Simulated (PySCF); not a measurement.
CH$_{4}$Zn (SMILES [CH3][ZnH]), singlet, at a GFN2-xTB geometry (such geometries of metal compounds can be far from the true shape). Base run: PySCF with PBE0/6-31G, polarisability.

Here is a job for PySCF.
```python
from pyscf import gto, scf, dft
from pyscf.prop import polarizability

mol = gto.Mole()
mol.atom = '''
    Zn   -0.39000985   -0.20560625   -0.05651006
    H    -1.72932405   -0.94220006   -0.25119085
    C     1.37000196    0.72625382    0.19858677
    H     1.85069089    0.45427203    1.13507917
    H     1.27703738    1.80919448    0.20818838
    H     2.08187954    0.48939817   -0.58829548
'''
mol.basis = '6-31g'
mol.verbose = 4
mol.build()

mf = dft.RKS(mol)
mf.xc = 'pbe0'
mf.kernel()
alpha = mf.Polarizability().polarizability()[2, 2]
print('alpha_zz =', alpha)
```

Variants of this job, named by their change:

```csv
change,alpha_zz (bohr³),basis functions,core-seconds (rough)
base,28.78,44,5
finite field (a.u.) = 2e-4; conv_tol = 1e-11,28.78,44,7
basis = STO-3G,22.60,27,8
functional = camb3lyp,28.25,44,20
finite field (a.u.) = 0.005; conv_tol = 1e-11,28.78,44,6
basis = aug-cc-pVDZ,35.47,118,30
basis = cc-pVDZ,30.08,77,20
basis = def2-TZVP,(withheld),(withheld),20
finite field (a.u.) = 0.001; conv_tol = 1e-6,28.72,44,5
basis = def2-SVPD,34.68,86,10
finite field (a.u.) = 0.02; conv_tol = 1e-11,28.89,44,8
functional = pbe,(withheld),44,5
```

Q: Some entries are withheld; supply them.

A: 
- basis = def2-TZVP, alpha_zz (bohr³): 33.49
- basis = def2-TZVP, basis functions: 103
- functional = pbe, alpha_zz (bohr³): 30.35

Finite-field rows take the second difference of the energy in a field along z; a small field with loose convergence shows SCF noise divided by the square of the field, and a large one adds hyperpolarisability.
